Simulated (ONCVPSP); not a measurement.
**vanadium (V), ONCV: configuration errors across variants**

ONCVPSP 4.0.1 input, shortened (lines: element, Z, core and valence counts, functional; n l f; lmax; l rc ep ncon nbas qcut; lloc lpopt rc5 dvloc0; l nproj debl; icmod fcfact rcfact), LDA (Perdew-Wang 92), fully relativistic:

```
  V 23.00    3    5  -001012      upf
    1    0    2.00
    2    0    2.00
    2    1    6.00
    3    0    2.00
    3    1    6.00
    3    2    3.00
    4    0    1.75
    4    1    0.25
    2
    0    1.75    0.00    3    6    5.50
    1    1.95    0.00    5    8    8.10
    2    2.00    0.00    3    7    8.40
    4    5    1.75    0.00
    0    2    2.00
    1    2    2.40
    2    2    1.20
    3    2.50    1.25
```

Open shells are filled in proportion to 2j + 1.

All-electron excitation energies from the reference (eV): (1) 3s2 3p6 3d3 4s2 4p0 -0.835; (2) 3s2 3p6 3d3 4s1 4p0 7.099; (3) 3s2 3p6 3d3 4s0 4p0 21.638; (4) 3s2 3p6 3d3 4s0 4p1 11.274.

2 further variants failed, have other tests or too few solved ones, and are left out.

Errors AE − PS in meV (a dash: test not solved or not reliable):

```csv
change,(1),(2),(3),(4),bound ghosts,GHOST(+) flags above zero
base,0.0,+0.8,+2.4,+0.3,none,none
s: nbas 8,-0.1,+0.9,+2.6,+0.4,none,none
"d: ncon 5, nbas 9",0.0,+0.6,+1.7,+0.1,none,none
"all radii but the core radius scaled by about 0.89 (s 1.56, p 1.74, d 1.78 bohr); local potential polynomial inside 1.56 bohr (lpopt 5, dvloc0 0 Ha)",0.0,+0.6,+2.0,+0.3,none,none
"p: rc 1.32; local potential polynomial inside 1.32 bohr (lpopt 5, dvloc0 0 Ha)",0.0,+0.8,+2.4,+0.3,none,none
"core correction Teter function, fcfact 2.5, rcfact 1.7",0.0,+0.7,+2.0,+0.1,none,none
"local potential polynomial inside 1.75 bohr (lpopt 5, dvloc0 9 Ha)",0.0,+0.8,+2.3,+0.2,none,none
```

(1) Give the same row for: core correction none.

Results:

(1) 0.0, +0.9, +3.5, +1.1; bound ghosts: none; GHOST(+) flags above zero: none.
